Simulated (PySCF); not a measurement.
Species: chloromethylfluorosilane, CH4ClFSi.
SMILES: `F[SiH2]CCl`

Torsions of this conformer, `[F:1][SiH2:2][CH2:3][Cl:4]`: F1–Si2–C3–Cl4 180°.

The closed-shell ground state was solved at several levels (PySCF, density fitting, gas phase, non-relativistic). The structure is a single PBE0-D3(BJ)/def2-SVP conformer in the gas phase; no vibrational or solvent corrections.

```tsv
level	basis functions	total energy (Eh)	HOMO (eV)	LUMO (eV)	gap (eV)	dipole (D)
B3LYP/aug-cc-pVTZ-J	308	-890.2543	-8.27	-0.82	7.45	0.56
B3LYP/def2-SVPD	126	-889.8149	-8.33	-0.67	7.66	0.53
B3LYP/6-31G*	72	-890.0934	-8.08	-0.14	7.94	0.63
PBE0/pcSseg-1	102	-889.6413	-8.54	-0.15	8.39	0.53
B3LYP/def2-TZVP	160	-890.2349	-8.21	-0.47	7.74	0.58
B3LYP/cc-pVTZ	184	-890.2336	-8.21	-0.41	7.80	0.58
```

(1) What might wB97X-D/pcSseg-2 (214 basis functions) give for the same quantities?

(2) Over all these levels, which gives the widest orbital gap and which the narrowest?

(3) How much does the basis alone move the frontier levels among the 5 B3LYP rows?

(4) How far do the dipole and the HOMO energy spread over the levels?

Results:

(1) Total energy -890.1655 Eh, HOMO -10.40 eV, LUMO 1.44 eV, gap 11.84 eV, dipole 0.55 D.

(2) wB97X-D/pcSseg-2 (range-separated hybrid) has the widest, 11.84 eV, and B3LYP/aug-cc-pVTZ-J (global hybrid, 20 % exact exchange) the narrowest, 7.45 eV. Functional and basis both differ between the two, so the spread mixes both effects.

(3) The HOMO by 0.25 eV and the LUMO by 0.68 eV. By rising basis size (HOMO, LUMO in eV): 6-31G* -8.08, -0.14; def2-SVPD -8.33, -0.67; def2-TZVP -8.21, -0.47; cc-pVTZ -8.21, -0.41; aug-cc-pVTZ-J -8.27, -0.82.

(4) The dipole runs from 0.53 to 0.63 D (mean 0.57 D) and the HOMO from -10.40 to -8.08 eV.

The pairwise dispersion term of wB97X-D wasn't added to the energies; at a given geometry it leaves orbitals and properties as they are.
